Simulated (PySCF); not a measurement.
dimethyl selenide cation (C2H6Se), SMILES C[Se]C (connectivity only; charge and spin as stated), charge +1, multiplicity 2. Atoms are numbered in the order given.

```xyz
9

C      1.4696     0.0000     0.7764
Se     0.0000     0.0000    -0.4506
C     -1.4696     0.0000     0.7764
H      1.4046    -0.9015     1.4069
H      2.3966     0.0000     0.1878
H      1.4046     0.9015     1.4069
H     -1.4046    -0.9015     1.4069
H     -2.3966     0.0000     0.1878
H     -1.4046     0.9015     1.4069
```
Charge +1, spin multiplicity 2.

Coordinates come from a PBE0-D3(BJ)/def2-SVP optimisation. The multiplicity is an assumed one; other spin states were not compared.

Method: PySCF with TDA-ωB97X/def2-SVPD.

Vertical excitations. Gas-phase values at a fixed geometry.

| state | energy (eV) | λ (nm) | f | main pairs |
|---|---|---|---|---|
| root 1 | 2.55 | 486 | 0.002 | β HOMO→LUMO 98 % |
| root 2 | 4.02 | 308 | 0.000 | β HOMO−1→LUMO 94 % |
| root 3 | 5.86 | 212 | 0.030 | β HOMO−2→LUMO 98 % |
| root 4 | 6.08 | 204 | 0.000 | β HOMO−3→LUMO 93 % |
| root 5 | 6.63 | 187 | 0.003 | β HOMO−5→LUMO 98 % |
| root 6 | 6.71 | 185 | 0.027 | β HOMO−4→LUMO 96 % |
| root 7 | 6.76 | 183 | 0.000 | α HOMO→LUMO 93 % |
| root 8 | 7.45 | 166 | 0.000 | α HOMO−1→LUMO 39 %, β HOMO→LUMO+1 51 % |
| root 9 | 7.68 | 161 | 0.001 | α HOMO→LUMO+1 89 % |
| root 10 | 8.36 | 148 | 0.000 | α HOMO−1→LUMO+1 34 %, α HOMO−2→LUMO 10 %, β HOMO→LUMO+2 28 %, β HOMO−1→LUMO+1 11 % |
Unrestricted roots are not spin-pure.
